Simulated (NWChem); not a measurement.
iodine monochloride (ICl); SMILES ClI

All runs: NWChem. Structure relaxed at the PBE-D3(BJ)/def2-SVP level. def2 effective core potentials on I; no spin-orbit coupling.

For level B3LYP/STO-3G (all-electron, non-relativistic):

| Item | Result |
|---|---|
| highest occupied level (eV) | -5.53 |
| orbital gap (eV) | 4.30 |

Question: How do the values read with level B3LYP/def2-SVP (core potentials) instead?

Answer: 
* **highest occupied level (eV)**: -7.48
* **orbital gap (eV)**: 3.57
